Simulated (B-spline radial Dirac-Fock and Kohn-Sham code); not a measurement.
Pd²⁺: non-radiative channels of the L1 vacancy

System: palladium as Pd²⁺ in the configuration [Kr] 4d8, inside a Watson sphere of charge -2 and radius 3 Å (a model of the Madelung potential; inside it an electron's potential energy is raised by 9.6 eV).

The run's input, task.json:

```json
{"items": [{
  "Z": 46,
  "q": 2,
  "cfg": [[1, 0, 2], [2, 0, 2], [2, 1, 6], [3, 0, 2], [3, 1, 6], [3, 2, 10], [4, 0, 2], [4, 1, 6], [4, 2, 8]],
  "A": 106,
  "rrms": 4.5318,
  "watson": [-2, 3.0],
  "do": ["binding", "quiet", "decay"],
  "holes": ["K", "L1", "L2", "L3", "M1", "M2", "M3", "M4", "M5", "N1", "N2", "N3"]
}]}
```

Run with: `python xray_run.py task.json out`

Model: independent-particle radiative and Coulomb Auger rates from relativistic LDA hole-state orbitals, with Dirac-Fock energies. Program: a radial finite-basis atomic code. Kinetic energies are configuration averages from the vacuum level; the two-hole energies are estimated from single-hole states.

| transition | kinetic energy (eV) | width (meV) | share (%) |
| --- | --- | --- | --- |
| L1-L3M4 | – | 1510 | 23.6 |
| L1-L3M5 | – | 2500 | 39.1 |
| L1-L2N1 | 140.3 | 151 | 2.4 |
| L1-L2N3 | 181.9 | 128 | 2.0 |
| L1-L3N1 | 297.4 | 222 | 3.5 |
| L1-L3N3 | 339.3 | 186 | 2.9 |
| L1-L3N5 | 396.4 | 142 | 2.2 |
| L1-M1M3 | 2346.4 | 147 | 2.3 |
| L1-M1M5 | – | 167 | 2.6 |
| L1-M4M5 | – | 238 | 3.7 |

A dash stands for an energy that rests on an unreliable hole state.

Coster-Kronig rates are the weakest part of this model and often come out 1.5 to 2.5 times too large. The listed channels hold 84 % of the non-radiative rate. Summed by principal shells, of 6.40 eV in all: LLM 62.7 %, LLN 18.7 %, LMM 15.1 %, LMN 3.3 %.

Values without a named source are computed, but for edge energies of neutral atoms, which are taken from tables.
